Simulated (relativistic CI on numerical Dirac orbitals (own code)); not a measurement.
Slater and spin-orbit integrals, La LIII

Computed by Dirac-Coulomb-Breit CI, separate exchange-only KLI orbitals for each configuration, a model potential for QED, unscaled Slater integrals (own radial code, finite nucleus).

Slater integrals F^k, G^k are unscaled and averaged over j, outside the closed core 1s2; ζ comes from projecting the Hamiltonian with its Breit term on Σ l·s of the shell.

- 2s2.2p: ζ(2p) = 2.4607e+06 cm⁻¹; <r>(2p) = 0.08833, <r^2>(2p) = 0.009456 (bohr units).
- 2s.2p2: F^2(2p,2p) = 1.0735e+06, G^1(2s,2p) = 1.1343e+06, ζ(2p) = 2.4516e+06 cm⁻¹; <r>(2s) = 0.1019, <r^2>(2s) = 0.01224, <r>(2p) = 0.08841, <r^2>(2p) = 0.009471 (bohr units).
- 2p3: F^2(2p,2p) = 1.0719e+06, ζ(2p) = 2.4426e+06 cm⁻¹; <r>(2p) = 0.08854, <r^2>(2p) = 0.009499 (bohr units).

Averages of the first 10 configurations, taken without configuration mixing, which lowers the lowest level and can move excited configurations by several eV; other configurations of the list can lie among them:

| Configuration | Parity | States | Average energy above the lowest level (eV) |
| --- | --- | --- | --- |
| 2s2.2p | odd | 6 | 309.5 |
| 2s.2p2 | even | 30 | 781.5 |
| 2p3 | odd | 20 | 1300.0 |
| 2p2.3s | even | 30 | 6791.5 |
| 2p2.3p | odd | 90 | 6933.8 |
| 2p2.3d | even | 150 | 7045.5 |
| 2s2.3s | even | 2 | 5861.5 |
| 2s2.3p | odd | 6 | 6011.7 |
| 2s2.3d | even | 10 | 6123.5 |
| 2s.2p.3s | odd | 24 | 6303.0 |
